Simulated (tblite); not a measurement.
Compound: C6H10O2Si.
Bonds: C1–C2, C2–O3, O3–Si4, Si4–C5, C5–C6, C6–C7 (triple), C7–C8, C8–O9 (double). Hydrogens: H10, H11, H12 on C1; H13, H14 on C2; H15, H16 on Si4; H17, H18 on C5; H19 on C8.

A start from a force field or distance geometry was refined with GFN2-xTB geometry optimisation, gas phase in tblite. Values at the start:

```json
{"coordinate": "C1–C2", "start": "1.508 Å"}
{"coordinate": "C1–H10", "start": "1.096 Å"}
{"coordinate": "C2–O3", "start": "1.434 Å"}
{"coordinate": "C2–H13", "start": "1.077 Å"}
{"coordinate": "O3–Si4", "start": "1.658 Å"}
{"coordinate": "Si4–C5", "start": "1.884 Å"}
{"coordinate": "Si4–H15", "start": "1.481 Å"}
{"coordinate": "Si4–H16", "start": "1.465 Å"}
{"coordinate": "C5–C6", "start": "1.469 Å"}
{"coordinate": "C5–H17", "start": "1.089 Å"}
{"coordinate": "C6≡C7", "start": "1.208 Å"}
{"coordinate": "C7–C8", "start": "1.448 Å"}
{"coordinate": "C8=O9", "start": "1.217 Å"}
{"coordinate": "C8–H19", "start": "1.097 Å"}
{"coordinate": "C1–C2–O3", "start": "108.3°"}
{"coordinate": "C2–O3–Si4", "start": "118.8°"}
{"coordinate": "O3–Si4–C5", "start": "113.3°"}
{"coordinate": "Si4–C5–C6", "start": "113.9°"}
{"coordinate": "C5–C6–C7", "start": "179.6°"}
{"coordinate": "C6–C7–C8", "start": "179.1°"}
{"coordinate": "C7–C8–O9", "start": "120.1°"}
{"coordinate": "C1–C2–O3–Si4", "start": "179°"}
{"coordinate": "C2–O3–Si4–C5", "start": "89°"}
{"coordinate": "O3–Si4–C5–C6", "start": "-65°"}
```

How do these coordinates change at the GFN2-xTB level?

```tsv
coordinate	GFN2-xTB (Å or °)	change
Si4–C5	1.935	+0.051
O3–Si4	1.607	-0.051
C5–C6	1.426	-0.043
C7–C8	1.416	-0.032
Si4–H15	1.454	-0.027
C2–O3	1.408	-0.026
C2–H13	1.096	+0.019
C8–H19	1.110	+0.013
C1–C2	1.520	+0.012
C1–H10	1.086	-0.010
C8=O9	1.208	-0.009
C5–H17	1.092	+0.003
C6≡C7	1.210	+0.002
Si4–H16	1.465	0.000
C2–O3–Si4	133.5	+14.7
C7–C8–O9	125.5	+5.4
Si4–C5–C6	109.8	-4.1
C5–C6–C7	176.7	-2.9
C6–C7–C8	177.4	-1.7
O3–Si4–C5	111.6	-1.7
C1–C2–O3	109.4	+1.1
C2–O3–Si4–C5	60	-29
C1–C2–O3–Si4	-160	+21
O3–Si4–C5–C6	-62	+3
```

The energy falls by 0.318 eV over 136 L-BFGS steps, the largest force on an atom goes from 1.68 to 0.008 eV/Å, and the atoms move by 0.464 Å rms after alignment. Among the bonds, O3–Si4 and Si4–C5 change most and about equally (-0.051 to +0.051 Å). Bonds longer at the end by more than 0.005 Å: 4 of 18; shorter: 11. Among the dihedrals that turn most is C2–O3–Si4–H15, from -151° to 175°. Rotational constants go from 1560, 760.0, 539.5 to 1568, 818.8, 575.0 MHz.

Its lowest GFN2-xTB frequency is 7 cm⁻¹, too small to tell a flat minimum from a shallow saddle. The numbers are those of one conformer.

All values are computed, not measured.
